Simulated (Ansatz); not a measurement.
Pulling on the Be1–O2 bond in BeO (multiplicity 1 held). Energies count from the point at 1.327 Å.


R- and RO- levels are restricted; in cc, def2 and unpolarised 6-31G sets they are followed outwards from rest. U- levels take the lowest unrestricted solution at each point, which mixes spins at long bonds. Full CI gives the lowest state of the spin. Curves can end on different states.

Frozen-core correlation.

Run with Ansatz (a first-principles code) with Gaussian orbitals. Values without a source in brackets are computed.

Problem. What energy at R = 5.307 Å does R-SCS-MP2/6-31G give?

Solution. 145.8 kcal/mol

Problem. What energy at R = 5.307 Å does U-SCS-MP2/6-31G give?

Solution. 73.9 kcal/mol

Problem. Predict the energy at R = 5.307 Å from FCI/6-31G.

Solution. 120.6 kcal/mol

Doubts at one or more of the structures used: a restricted determinant that unrestricted orbitals would lower (R-SCS-MP2/6-31G); a spin-contaminated determinant (U-SCS-MP2/6-31G).
